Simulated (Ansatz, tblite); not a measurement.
Removing and adding an electron: the cluster Si₃Te (the lowest singlet isomer of a short search). Charge 0, multiplicity 1. Geometry: PBE-D4/def2-SVP. Ansatz, gas phase; energy differences of separate SCF runs; the oxidised species was run as a doublet alone; the reduced species was run as a doublet alone.

Cartesian coordinates in Å:
```
Si 1.851 -0.223 -0.749
Si -0.325 -0.924 -0.721
Si 0.458 0.909 0.667
Te -1.984 0.239 0.803
```

In the def2 sets Te takes a core potential; there is no spin–orbit coupling. The xTB rows come from tblite. Correlated methods freeze 19 core orbitals; core or outer-core shells of Te are correlated, in sets that lack core-valence functions. In CCSD on the charge 1 doublet the largest single amplitude is 0.19, so its Hartree–Fock determinant may place the open shell otherwise than the density functionals do. The structure comes from a short search, and lower isomers may exist.

```
               level  −HOMO (eV)  vertical IE (eV)  −LUMO (eV)  vertical EA (eV)  HOMO–LUMO gap (eV)  IE − EA (eV)                                                                                                       remarks
            GFN1-xTB        8.96             11.05        8.23                 –                0.73             –                                                                                                             –
   PBE-D4/def2-TZVPD        5.22                 –        3.98              1.70                1.25             –                                                                                  HOMO above zero (-1 doublet)
 r2SCAN-D4/def2-TZVP        5.42              7.70        3.97                 –                1.45             –                                                                                                             –
r2SCAN-D4/def2-TZVPD        5.42                 –        3.98              1.79                1.45             –                                                                                  HOMO above zero (-1 doublet)
     CCSD/def2-TZVPP           –              7.68           –                 –                   –             –  large T1 (0.046) (+1 doublet), restricted SCF unstable (singlet), spin-contaminated (⟨S²⟩ 1.11) (+1 doublet)
```

Problem. Estimate the rows for GFN2-xTB, PBE-D4/def2-TZVP, PBE0-D4/def2-TZVP, PBE0-D4/def2-TZVPD, CCSD(T)/def2-TZVPP.

Solution. 
| level | −HOMO (eV) | vertical IE (eV) | −LUMO (eV) | vertical EA (eV) | HOMO–LUMO gap (eV) | IE − EA (eV) | remarks |
| --- | --- | --- | --- | --- | --- | --- | --- |
| GFN2-xTB | 6.30 | 9.47 | 5.68 | 2.78 | 0.62 | 6.68 | – |
| PBE-D4/def2-TZVP | 5.21 | 7.63 | 3.95 | – | 1.25 | – | – |
| PBE0-D4/def2-TZVP | 6.01 | 7.70 | 3.38 | – | 2.64 | – | – |
| PBE0-D4/def2-TZVPD | 6.03 | – | 3.40 | 1.81 | 2.63 | – | – |
| CCSD(T)/def2-TZVPP | – | 7.75 | – | – | – | – | large T1 (0.046) (+1 doublet), restricted SCF unstable (singlet), spin-contaminated (⟨S²⟩ 1.11) (+1 doublet) |

Run but left out: HF/def2-TZVPP (singlet: restricted singlet, unstable towards broken spin symmetry); MP2/def2-TZVPP (charge +1 doublet: ⟨S²⟩ 1.11, where a pure state has 0.75).   A HOMO above zero means that the electron is unbound at that level or that self-interaction error raises the level; the energy of removing that electron tells which. Raw xTB energy differences between charge states are shifted by several eV; the methods need an empirical correction for them.
